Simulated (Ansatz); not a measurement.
Geometry optimisation of Si₈P⁻.

```yaml
crystal:
  periodic: [false, false, false]
  atoms:
    - {symbol: P, position_ang: [-3.033300, 1.016600, 1.663800]}
    - {symbol: Si, position_ang: [0.621300, -0.739000, 2.033700]}
    - {symbol: Si, position_ang: [-0.401300, -2.119600, 0.674200]}
    - {symbol: Si, position_ang: [-0.507600, -2.305600, 3.735800]}
    - {symbol: Si, position_ang: [-2.608800, -0.537900, 0.267500]}
    - {symbol: Si, position_ang: [0.000000, 0.000000, 0.000000]}
    - {symbol: Si, position_ang: [-0.698100, -0.056500, 3.914100]}
    - {symbol: Si, position_ang: [-1.787800, -1.165700, 2.333300]}
    - {symbol: Si, position_ang: [-0.668600, 0.941000, 1.910200]}
basis:
  gaussian: {orbitals: def2-SVPD}
total_charge: -1
hamiltonian: {xc: r2scan, dispersion: d4}
scf: {lower_state_search: "off"}
output: {orbitals: {seedname: orbitals}}
relax: {f_tol: 0.02, max_steps: 100}
```

```sh
$ ansatz run in.yaml --threads 4 --pin off --events-out ev --progress --plain --max-ram 4787MiB
```

It prints (some lines left out):

```
Functional definition: r2SCAN
mean field -72278.51208588 eV, -2656.1863270208 hartree, gradient 2.7e-6 eV, S^2 0.000000; 0 other end points of the search recorded, 0 dependent functions left out
relax step   1: F+E_penalty+E_count = -72278.72543534 eV  Δ(F+E_penalty+E_count) = +0.000e0 eV  max|allowed force component| = 6.423e0 eV/Å  Δτ_max = 0.0000 Å  (24 SCF iters, accepted)
mean field -72281.33466807 eV, -2656.2900550031 hartree, gradient 2.5e-6 eV, S^2 0.000000; 0 other end points of the search recorded, 0 dependent functions left out
relax step   2: F+E_penalty+E_count = -72281.54856008 eV  Δ(F+E_penalty+E_count) = -2.823e0 eV  max|allowed force component| = 3.392e0 eV/Å  Δτ_max = 0.1880 Å  (36 SCF iters, accepted)
mean field -72282.58602318 eV, -2656.3360414552 hartree, gradient 3.1e-6 eV, S^2 0.000000; 0 other end points of the search recorded, 0 dependent functions left out
relax step   3: F+E_penalty+E_count = -72282.80125817 eV  Δ(F+E_penalty+E_count) = -1.253e0 eV  max|allowed force component| = 1.235e0 eV/Å  Δτ_max = 0.1956 Å  (30 SCF iters, accepted)
mean field -72283.15945650 eV, -2656.3571147412 hartree, gradient 2.3e-6 eV, S^2 0.000000; 0 other end points of the search recorded, 0 dependent functions left out
relax step   4: F+E_penalty+E_count = -72283.37639244 eV  Δ(F+E_penalty+E_count) = -5.751e-1 eV  max|allowed force component| = 8.623e-1 eV/Å  Δτ_max = 0.1985 Å  (29 SCF iters, accepted)
mean field -72283.41383285 eV, -2656.3664628997 hartree, gradient 1.5e-6 eV, S^2 0.000000; 0 other end points of the search recorded, 0 dependent functions left out
relax step   5: F+E_penalty+E_count = -72283.62929273 eV  Δ(F+E_penalty+E_count) = -2.529e-1 eV  max|allowed force component| = 5.290e-1 eV/Å  Δτ_max = 0.2000 Å  (29 SCF iters, accepted)
mean field -72283.65211838 eV, -2656.3752197313 hartree, gradient 1.7e-6 eV, S^2 0.000000; 0 other end points of the search recorded, 0 dependent functions left out
relax step   6: F+E_penalty+E_count = -72283.86145320 eV  Δ(F+E_penalty+E_count) = -2.322e-1 eV  max|allowed force component| = 5.172e-1 eV/Å  Δτ_max = 0.1927 Å  (29 SCF iters, accepted)
mean field -72283.84690189 eV, -2656.3823778932 hartree, gradient 2.5e-6 eV, S^2 0.000000; 0 other end points of the search recorded, 0 dependent functions left out
relax step   7: F+E_penalty+E_count = -72284.05355999 eV  Δ(F+E_penalty+E_count) = -1.921e-1 eV  max|allowed force component| = 2.092e-1 eV/Å  Δτ_max = 0.1955 Å  (29 SCF iters, accepted)
mean field -72283.87850694 eV, -2656.3835393573 hartree, gradient 1.6e-6 eV, S^2 0.000000; 0 other end points of the search recorded, 0 dependent functions left out
relax step   8: F+E_penalty+E_count = -72284.08376705 eV  Δ(F+E_penalty+E_count) = -3.021e-2 eV  max|allowed force component| = 3.454e-1 eV/Å  Δτ_max = 0.0805 Å  (30 SCF iters, accepted)
mean field -72283.88122219 eV, -2656.3836391409 hartree, gradient 1.6e-6 eV, S^2 0.000000; 0 other end points of the search recorded, 0 dependent functions left out
relax step   9: F+E_penalty+E_count = -72284.08812780 eV  Δ(F+E_penalty+E_count) = -4.361e-3 eV  max|allowed force component| = 2.285e-1 eV/Å  Δτ_max = 0.0855 Å  (31 SCF iters, accepted)
mean field -72283.89838997 eV, -2656.3842700452 hartree, gradient 3.7e-6 eV, S^2 0.000000; 0 other end points of the search recorded, 0 dependent functions left out
relax step  10: F+E_penalty+E_count = -72284.10527569 eV  Δ(F+E_penalty+E_count) = -1.715e-2 eV  max|allowed force component| = 6.882e-2 eV/Å  Δτ_max = 0.0451 Å  (23 SCF iters, accepted)
mean field -72283.89590961 eV, -2656.3841788938 hartree, gradient 4.7e-6 eV, S^2 0.000000; 0 other end points of the search recorded, 0 dependent functions left out
relax step  11: F+E_penalty+E_count = -72284.10522765 eV  Δ(F+E_penalty+E_count) = +4.805e-5 eV  max|allowed force component| = 8.129e-2 eV/Å  Δτ_max = 0.0483 Å  (25 SCF iters, rejected (line search))
mean field -72283.89924014 eV, -2656.3843012886 hartree, gradient 2.2e-6 eV, S^2 0.000000; 0 other end points of the search recorded, 0 dependent functions left out
relax step  12: F+E_penalty+E_count = -72284.10738639 eV  Δ(F+E_penalty+E_count) = -2.111e-3 eV  max|allowed force component| = 3.631e-2 eV/Å  Δτ_max = 0.0236 Å  (26 SCF iters, accepted)
mean field -72283.89431873 eV, -2656.3841204299 hartree, gradient 3.9e-6 eV, S^2 0.000000; 0 other end points of the search recorded, 0 dependent functions left out
relax step  13: F+E_penalty+E_count = -72284.10477511 eV  Δ(F+E_penalty+E_count) = +2.611e-3 eV  max|allowed force component| = 8.208e-2 eV/Å  Δτ_max = 0.0417 Å  (25 SCF iters, rejected (line search))
mean field -72283.89858133 eV, -2656.3842770775 hartree, gradient 2.2e-6 eV, S^2 0.000000; 0 other end points of the search recorded, 0 dependent functions left out
relax step  14: F+E_penalty+E_count = -72284.10799964 eV  Δ(F+E_penalty+E_count) = -6.132e-4 eV  max|allowed force component| = 1.838e-2 eV/Å  Δτ_max = 0.0209 Å  (25 SCF iters, accepted)
Total energy: -72284.10801502 eV, -2656.3919736237 hartree
Atom 0 at    -2.793877     0.670076     2.265846 Å, force     0.018382    -0.017949    -0.009164 eV/Å
Atom 1 at     0.701203    -0.692708     2.042783 Å, force    -0.001292    -0.003422    -0.002441 eV/Å
Atom 2 at    -0.764532    -2.347371     0.804003 Å, force     0.001135    -0.009082    -0.004516 eV/Å
Atom 3 at    -0.336903    -2.258250     3.441038 Å, force    -0.004023     0.012912    -0.006911 eV/Å
Atom 4 at    -2.088359    -0.274174     0.231164 Å, force     0.004807     0.013164     0.012600 eV/Å
Atom 5 at     0.277153    -0.092209    -0.180513 Å, force    -0.007305     0.002787     0.013444 eV/Å
Atom 6 at    -0.983671     0.192380     3.779990 Å, force    -0.009006    -0.006257    -0.008728 eV/Å
Atom 7 at    -2.476701    -1.645507     2.522440 Å, force     0.006497     0.017210     0.008733 eV/Å
Atom 8 at    -0.618513     1.481063     1.625849 Å, force    -0.009197    -0.009364    -0.003018 eV/Å
Dipole moment:    -0.029439     0.074712     0.039775 e Å
Checks for a lower state left out: stability, starts, cluster_reference, orbital_swaps, neighbouring_geometries, increment
```

Hardware: 4 threads of Intel Xeon on a shared host. Wall time 74 s.

The restricted singlet is unstable towards broken spin symmetry in Hartree–Fock (as tested in another run); at r2SCAN-D4/def2-SVPD this wasn't settled. The structure comes from a short search, and lower isomers may exist.
